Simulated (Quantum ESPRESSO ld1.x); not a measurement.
Values are calculated unless marked as measured or tabulated.
Species: I4+. Configuration: [Kr] 4d10 5s2 5p1 (the NIST ground configuration). Level of theory: non-relativistic Kohn-Sham, LDA (Slater exchange, Perdew-Zunger correlation), spin-polarised, spherical densities, point nucleus; open shells are filled with parallel spins first; relativity is left out, which matters for an element this heavy (ld1.x of Quantum ESPRESSO 7.5).

Normalised radial functions P(r) = r R(r), r in bohr:

r           5s up    5p up  5p down
0.001094   0.0217   0.0003   0.0003
0.001447   0.0281   0.0006   0.0006
0.001915   0.0363   0.0010   0.0010
0.002533   0.0464   0.0017   0.0017
0.003379   0.0590   0.0030   0.0030
0.00447    0.0734   0.0052   0.0052
0.005915   0.0894   0.0087   0.0087
0.007826   0.1056   0.0144   0.0145
0.01044    0.1197   0.0239   0.0240
0.01381    0.1265   0.0383   0.0383
0.01827    0.1200   0.0593   0.0594
0.02418    0.0926   0.0883   0.0884
0.03199    0.0379   0.1242   0.1243
0.04267   -0.0461   0.1622   0.1624
0.05646   -0.1385   0.1861   0.1863
0.0747    -0.2034   0.1742   0.1744
0.09884   -0.1880   0.1025   0.1026
0.1318    -0.0516  -0.0390  -0.0391
0.1744     0.1589  -0.1980  -0.1983
0.2308     0.3053  -0.2775  -0.2778
0.3054     0.2224  -0.1750  -0.1751
0.4073    -0.1145   0.1129   0.1133
0.5389    -0.4293   0.3818   0.3823
0.713     -0.3896   0.3833   0.3830
0.9434     0.0666   0.0369   0.0350
1.258      0.6333  -0.4727  -0.4752
1.665      0.8783  -0.7944  -0.7936
2.203      0.7087  -0.7594  -0.7566
2.915      0.3536  -0.4614  -0.4626
3.887      0.0975  -0.1636  -0.1671
5.143      0.0140  -0.0321  -0.0338
6.805      0.0009  -0.0029  -0.0032

5s up: eigenvalue -56.193 eV, 4 radial nodes at r = 0.0368, 0.142, 0.374, 0.913 bohr, <r> = 1.84 bohr, 90 % of the charge inside 2.62 bohr. 5p up: eigenvalue -45.198 eV, 3 radial nodes at r = 0.123, 0.368, 0.964 bohr, <r> = 2.04 bohr, 90 % of the charge inside 2.92 bohr. 5p down (empty): eigenvalue -44.301 eV, 3 radial nodes at r = 0.123, 0.368, 0.963 bohr, <r> = 2.05 bohr, 90 % of the charge inside 2.93 bohr.
